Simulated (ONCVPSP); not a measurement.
## As (Z = 33), ONCV: configuration errors across variants

arsenic (As), optimised norm-conserving Vanderbilt (ONCV), made with ONCVPSP 4.0.1 (PBE, scalar-relativistic). Core [Ar], reference 3d10 4s2 4p3. Waves: 4s: rc 1.30 bohr, ncon 4, nbas 8, qcut 5.3 1/bohr, 2 projectors, debl 1.2 Ha; 4p: rc 1.70 bohr, ncon 5, nbas 9, qcut 4.9 1/bohr, 2 projectors, debl 4 Ha; 3d: rc 1.20 bohr, ncon 3, nbas 8, qcut 16 1/bohr, 2 projectors, debl 3.8 Ha. Local part: polynomial inside 0.95 bohr (lpopt 2, dvloc0 -1 Ha). Core correction: none.

All-electron excitation energies from the reference (eV): (1) 3d10 4s2 4p2 9.149; (2) 3d10 4s2 4p1 27.068; (3) 3d10 4s2 4p0 54.771; (4) 3d10 4s1 4p4 9.417.

3 further variants failed, have other tests or too few solved ones, and are left out.

A true bound ghost makes a file unfit for plane-wave use even where its test errors are small: the radial tests pick states by their node count and pass the ghost by.

Errors AE − PS in meV (a dash: test not solved or not reliable):

| change | (1) | (2) | (3) | (4) | bound ghosts | GHOST(+) flags above zero |
| --- | --- | --- | --- | --- | --- | --- |
| base | -1.2 | -2.7 | +3.8 | -0.4 | s | p |
| s: qcut 3.9; p: qcut 3.6; d: qcut 11.9 | -1.2 | -2.7 | +3.2 | -0.3 | s | p |
| s: qcut 4.6; p: qcut 4.2; d: qcut 13.8 | -1.2 | -2.6 | +3.8 | -0.3 | s | p |
| s: qcut 5.2; p: qcut 4.8; d: qcut 15.6 | -1.2 | -2.7 | +3.8 | -0.3 | s | p |
| s: qcut 5.4; p: qcut 5; d: qcut 16.4 | -1.3 | -2.7 | +3.8 | -0.4 | s | p |
| s: qcut 5.9; p: qcut 5.5; d: qcut 17.9 | -1.3 | -2.8 | +3.5 | -0.4 | s | p |

Task: Give the same row for: s: qcut 3.3; p: qcut 3; d: qcut 9.9.

Result: -1.3, -3.1, +1.0, -0.8; bound ghosts: none; GHOST(+) flags above zero: s, p.
